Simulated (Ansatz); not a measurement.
# AlF3 (SMILES [F][Al]([F])[F]): the energy, rung by rung

The species is AlF3 (4 atoms), meant as a singlet with charge 0. As SMILES, `[F][Al]([F])[F]`. Geometry: a GFN2-xTB relaxation, a rough one for these elements and not checked as a minimum.

```xyz
4

Al   -0.0002   -0.0003   -0.0013
F     1.6308   -0.0271    0.0135
F    -0.7915    1.4260   -0.0166
F    -0.8391   -1.3986    0.0044
```

Quantity: the energy change with the Al1–F3 bond stretched from 1.631 to 3.262 Å, in eV. The values are calculated.

```tsv
level	kind	program	value (eV)	less FCI/STO-3G
HF/STO-3G (restricted)	Hartree–Fock	Ansatz	9.84	+4.95
SVWN5/STO-3G (restricted)	LDA	Ansatz	6.87	+1.98
BLYP/STO-3G (restricted)	GGA	Ansatz	6.32	+1.43
r2SCAN/STO-3G (restricted)	meta-GGA	Ansatz	6.78	+1.89
r2SCAN0/STO-3G (restricted)	hybrid meta-GGA	Ansatz	7.63	+2.74
wB97X/STO-3G (restricted)	range-separated hybrid	Ansatz	7.97	+3.08
MP2/STO-3G (restricted)	perturbation theory	Ansatz	6.59	+1.70
CCSD/STO-3G (restricted)	coupled cluster or CI	Ansatz	5.15	+0.26
CCSDT(Q)/STO-3G (restricted)	coupled cluster or CI	Ansatz	4.88	-0.01
FCI/STO-3G	exact in the basis	Ansatz	4.89	0.00
```

FCI/STO-3G is exact within its basis and frozen core, so for wave-function methods in that basis the difference is their error; functionals converge differently with the basis, so for them it is only a difference. Spin-restricted single references rise too steeply as a bond breaks, Hartree–Fock most of all. Perturbation and coupled-cluster corrections on them can overshoot downwards. The first shape isn't each level's own minimum. The values span 4.88 to 9.84 eV. All rows use very small basis sets, so even the best lies far from the true value.
